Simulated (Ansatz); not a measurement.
Cartesian coordinates in Å:
```
N 0.8161 1.8590 0.4542
Ge -0.7199 0.8795 0.6173
S -0.4312 -1.3234 0.9329
C -0.0003 -1.7582 -0.7542
F 1.2171 -1.2337 -1.1435
H 1.3708 1.8847 1.2996
H 1.4092 1.5368 -0.3000
H -1.4968 1.0180 -0.7015
H -1.4773 1.3788 1.8523
H -0.7535 -1.3948 -1.4566
H 0.0657 -2.8468 -0.8004
```

Total charge 0; spin multiplicity 1.

(1) List the PBE/def2-TZVPP orbital energies in eV (the Gaussian-basis code of Ansatz). (Best estimate.)

Answers

(1) The calculation gave: Occupied: -10804.92, -2395.66, -1338.24, -1191.67, -1191.65, -1191.64, -660.00, -380.24, -271.78, -208.61, -162.87, -154.77, -154.67, -154.53, -114.35, -114.28, -114.27, -30.18, -30.16, -30.15, -30.13, -30.07, -30.06, -21.03, -19.31, -15.95, -13.60, -12.49, -12.34, -11.90, -11.00, -9.40, -8.82, -8.62, -8.16, -7.68, -6.29, -5.93. Lowest empty: -0.63, -0.21, -0.03, 0.23, 0.72, 1.27, 1.73, 1.87.
